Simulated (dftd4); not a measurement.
O3S, charge +1, doublet, at a GFN2-xTB geometry (a state made from the parent by changing its charge; the spin is typed, not shown lowest); D4 for bp86 in dftd4 4.2.0.

The dftd4 input:
```
$ dftd4 mol.xyz --func bp86 --charge 1 --json dftd4.json --noedisp --property

# file mol.xyz
4

O     -0.69359983    -1.24003080    -0.04613286
S     -0.00000000    -0.00000000     0.00000000
O     -0.72704062     1.22159440    -0.00209731
O      1.42064045     0.01843640     0.04823017
```

The log (banner, timings and long lists left out):

```
                    ____  _____ _____     ____  _  _
      -------------|  _ \|  ___|_   _|---|  _ \| || |------------
     |             | | | | |_    | | ___ | | | | || |_           |
     |             | |_| |  _|   | ||___|| |_| |__   _|          |
     |             |____/|_|     |_|     |____/   |_|            |
     |             ===================================           |
     |            E. Caldeweyher, S. Ehlert & S. Grimme          |
     |          Mulliken Center for Theoretical Chemistry        |
     |                    University of Bonn                     |
      -----------------------------------------------------------

Rational (Becke-Johnson) damping: bp86-D4-ATM
---------------------
  s6         1.0000
  s8         3.3550
  s9         1.0000
  a1         0.4365
  a2         4.9241
 alp        16.0000
--------------------

Atomic data, radii in Ångström:
------------------------------------------------------
   Z          R(cov)      r4/r2   hardness         EN
------------------------------------------------------
   8 O        0.8400     1.3725     0.5869     3.4400
  16 S        1.3600     2.1385     0.3892     2.5800
------------------------------------------------------

Atomic reference systems (in atomic units):
----------------------------------------------------------------------------
   Z        #      CN     q+Z       C6(AA)   #      CN     q+Z       C6(AA)
----------------------------------------------------------------------------
   8 O      1  0.0000  8.0000      15.5711   2  0.8042  7.6453      20.8489
            3  1.6112  7.4012      24.8631   4  0.9798  8.0000      14.9880
  16 S      1  0.0000 16.0000     134.5983   2  0.9220 15.8373     145.7512
            3  1.8445 15.7622     148.5324
----------------------------------------------------------------------------

Atomic properties (in atomic units):
----------------------------------------------------------------------------
     #    Z              CN          q      C6(AA)        C8(AA)   alpha(0)
----------------------------------------------------------------------------
     1    8 O        0.8596     0.0361     14.5880      294.3932     5.1250
     2   16 S        2.5788     0.8916    107.7945     5280.9795    17.5050
     3    8 O        0.8596     0.0361     14.5880      294.3932     5.1250
     4    8 O        0.8596     0.0361     14.5880      294.3932     5.1250
----------------------------------------------------------------------------

Molecular properties (in atomic units):
----------------------------------------
 molecular C6                 470.3137
 molecular C8               15201.0291
----------------------------------------

Dispersion energy:      -3.0550467757337E-03 Eh

[Info] JSON dump of results written to 'dftd4.json'
```
